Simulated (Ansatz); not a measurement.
Ansatz (a program for electronic structure) input (B3LYP-D3(BJ)/def2-TZVP):

Ansatz 0.2 input:
```yaml
crystal:
  periodic: [false, false, false]
  atoms:
    - {symbol: Te, position_ang: [0.01008701, -0.00336751, 0.56904824]}
    - {symbol: Cl, position_ang: [1.11314988, 1.34634042, -0.88237747]}
    - {symbol: Cl, position_ang: [-1.14400425, -1.33603980, -0.85824068]}
basis:
  gaussian:
    orbitals: def2-TZVP
hamiltonian:
  xc: b3lyp
  dispersion: d3bj
total_charge: 1
magnetization: {spin_polarized: true, initial_magnetization: 1}
phonons: {temperatures: {t_min: 298.15, t_max: 298.15, t_step: 100}}
```

Output:

```
Functional definition: B3LYP
integrals: 0.05 GiB planned
949 factors; their error is unknown
mean field: 0.66 GiB planned
mean field evaluation 1: about -32330.4349 eV, gradient 2.9e1 eV
mean field evaluation 2: about -32316.5639 eV, gradient 5.9e1 eV
mean field evaluation 4: about -32334.7124 eV, gradient 2.6e0 eV
mean field evaluation 8: about -32334.9044 eV, gradient 1.1e-1 eV
mean field evaluation 16: about -32334.9044 eV, gradient 4.7e-5 eV
mean field -32334.90443312 eV, -1188.2858205318 hartree, gradient 4.4e-5 eV, S^2 0.752683; 0 other end points of the search recorded, 0 dependent functions left out
the calculation of the forces begins
reference -32334.90465667 eV, -1188.2858287470 hartree; 29, 28 occupied and 95, 96 virtual orbitals, 949 factors
these checks for a lower state are left out or cut short: stability, starts, cluster_reference, orbital_swaps, neighbouring_geometries, increment
integrals: 0.05 GiB planned
949 factors; their error is unknown
mean field: 0.66 GiB planned
mean field -32334.90440269 eV, -1188.2858194133 hartree, gradient 1.0e-6 eV, S^2 0.752683; 0 other end points of the search recorded, 0 dependent functions left out
the calculation of the forces begins
reference -32334.90462625 eV, -1188.2858276290 hartree; 29, 28 occupied and 95, 96 virtual orbitals, 949 factors
these checks for a lower state are left out or cut short: stability, starts, cluster_reference, orbital_swaps, neighbouring_geometries, increment
integrals: 0.05 GiB planned
949 factors; their error is unknown
mean field: 0.66 GiB planned
mean field evaluation 32: about -32334.9044 eV, gradient 1.0e-6 eV
mean field -32334.90438674 eV, -1188.2858188273 hartree, gradient 1.0e-6 eV, S^2 0.752683; 0 other end points of the search recorded, 0 dependent functions left out
the calculation of the forces begins
reference -32334.90461027 eV, -1188.2858270420 hartree; 29, 28 occupied and 95, 96 virtual orbitals, 949 factors
these checks for a lower state are left out or cut short: stability, starts, cluster_reference, orbital_swaps, neighbouring_geometries, increment
integrals: 0.05 GiB planned
949 factors; their error is unknown
mean field: 0.66 GiB planned
mean field -32334.90447779 eV, -1188.2858221734 hartree, gradient 1.0e-6 eV, S^2 0.752684; 0 other end points of the search recorded, 0 dependent functions left out
the calculation of the forces begins
reference -32334.90470139 eV, -1188.2858303904 hartree; 29, 28 occupied and 95, 96 virtual orbitals, 949 factors
these checks for a lower state are left out or cut short: stability, starts, cluster_reference, orbital_swaps, neighbouring_geometries, increment
integrals: 0.05 GiB planned
949 factors; their error is unknown
mean field: 0.66 GiB planned
mean field -32334.90431998 eV, -1188.2858163738 hartree, gradient 9.9e-7 eV, S^2 0.752683; 0 other end points of the search recorded, 0 dependent functions left out
the calculation of the forces begins
reference -32334.90454347 eV, -1188.2858245872 hartree; 29, 28 occupied and 95, 96 virtual orbitals, 949 factors
these checks for a lower state are left out or cut short: stability, starts, cluster_reference, orbital_swaps, neighbouring_geometries, increment
integrals: 0.05 GiB planned
949 factors; their error is unknown
mean field: 0.66 GiB planned
mean field -32334.90441585 eV, -1188.2858198972 hartree, gradient 9.8e-7 eV, S^2 0.752683; 0 other end points of the search recorded, 0 dependent functions left out
the calculation of the forces begins
reference -32334.90463939 eV, -1188.2858281120 hartree; 29, 28 occupied and 95, 96 virtual orbitals, 949 factors
these checks for a lower state are left out or cut short: stability, starts, cluster_reference, orbital_swaps, neighbouring_geometries, increment
integrals: 0.05 GiB planned
949 factors; their error is unknown
mean field: 0.66 GiB planned
mean field evaluation 64: about -32334.9044 eV, gradient 9.9e-7 eV
mean field -32334.90442635 eV, -1188.2858202829 hartree, gradient 9.9e-7 eV, S^2 0.752683; 0 other end points of the search recorded, 0 dependent functions left out
the calculation of the forces begins
reference -32334.90464990 eV, -1188.2858284984 hartree; 29, 28 occupied and 95, 96 virtual orbitals, 949 factors
Total energy: -32335.10600179 eV, -1188.2932280436 hartree
Atom 0 at     0.010087    -0.003368     0.569048 Å, force     0.000006    -0.000002     0.000364 eV/Å
Atom 1 at     1.113150     1.346340    -0.882377 Å, force     0.000149     0.000182    -0.000184 eV/Å
Atom 2 at    -1.144004    -1.336040    -0.858241 Å, force    -0.000156    -0.000180    -0.000180 eV/Å
Dipole moment:     0.005681    -0.001897     0.320512 e Å
Vibrations: 140.10 410.58 420.26 cm⁻¹, zero-point energy 0.060191 eV
```
